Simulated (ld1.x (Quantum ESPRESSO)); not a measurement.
**Configuration tests for ruthenium (TM)**

ruthenium, norm-conserving Troullier–Martins (Kleinman–Bylander form), made with ld1.x (Quantum ESPRESSO) 7.5 (LDA (PZ), scalar-relativistic). Core [Ar] 3d10, reference 4s2 4p6 4d5 5s0 5p0 (charge +3). Waves: 4s (bound): rc 1.45 bohr; 4p (bound): rc 1.45 bohr; 4d (bound): rc 1.75 bohr. Local part: the d channel. Core correction: none.

Energies are relative to the spin-unpolarised reference configuration 4s2 4p6 4d5 5s0 5p0; without spin polarisation the order of configurations can differ from experiment. Spin-polarised rows fill each open shell by Hund’s rule, majority spin first.

| valence configuration | charge | ΔE all-electron (eV) | error AE − PS (meV) |
| --- | --- | --- | --- |
| 4s2 4p6 4d7 5s1 5p0 | 0 | -56.899 | +180 |
| 4s2 4p6 4d7 5s0 5p0 | +1 | -49.286 | +5.3 |
| 4s1 4p6 4d7 5s1 5p0 | +1 | 25.877 | +253 |
| 4s2 4p6 4d4 5s0 5p0 | +4 | 44.713 | +4.2 |
| 4s2 4p6 4d7.5 5s0.5 5p0 | 0 | -57.180 | +82 |
| 4s2 4p6 4d6 5s1 5p0 | +1 | -46.577 | +291 |
| 4s2 4p6 4d5 5s0 5p0 (spin-polarised) | +3 | -4.378 | +344 |
| 4s2 4p6 4d7 5s1 5p0 (spin-polarised) | 0 | -58.548 | +269 |

Task: What are ΔE and the potential's error for 4s2 4p6 4d6 5s0 5p0?

Result: ΔE = -30.849 eV all-electron; the error (AE − PS) is +4.4 meV.

Levels in the configuration 4s2 4p6 4d7.5 5s0.5 5p0:

| level | all-electron (eV) | pseudo (eV) |
| --- | --- | --- |
| 4s | -75.005 | -74.954 |
| 4p | -45.149 | -45.097 |
| 4d | -4.340 | -4.295 |
| 5s | -4.089 | -4.218 |
